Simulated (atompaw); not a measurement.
**What one change does to a pseudopotential (nitrogen (N), PAW (atompaw))**

atompaw 4.2.0.5 input, output lines left out:

```
N 7
GGA-PBE loggrid 1500 logderivrange -4 5 226
2 2 0 0 0 0
2 1 2
0 0 0
c
v
v
1
1.70 1.65 1.20 1.50
y
1.9
n
y
-0.55
n
custom rrkj gramschmidtortho besselshape
2 0.5 troulliermartins
1.10
1.70
1.70
1.70
```

Change: wave 2p channel at -0.55 Ry: rc 1.70 bohr becomes 2p channel at 7.35 Ry: rc 1.70 bohr.

Cutoffs: the cutoffs (Ry, on a coarse ladder) from which the occupation-weighted sum of valence levels, in a spherical-Bessel basis at the reference potential, stays within 10 and 1 mRy of its value at 400 Ry; they do not see the model core or the augmentation charge, which bear on the density cutoff.

Question: What does the change do?

Answer: The potential gets harder (25 Ry and 30 Ry → 25 Ry and 40 Ry); neither file shows a bound ghost.

```tsv
quantity	base	changed
cutoff, loose	25 Ry	25 Ry
cutoff, tight	30 Ry	40 Ry
bound ghosts	none	none
s: phases at 1.70 bohr within 0.05 rad from the reference energy up to (Ry; the scan ends near 5)	to the end of the scan	to the end of the scan
p: phases at 1.70 bohr within 0.05 rad from the reference energy up to (Ry; the scan ends near 5)	4.4	to the end of the scan
lowest overlap eigenvalue by channel	s 0.26, p 1.00	s 0.26, p 0.78
```

 The cutoffs see the waves, projectors and local potential, not the compensation charge or the core.
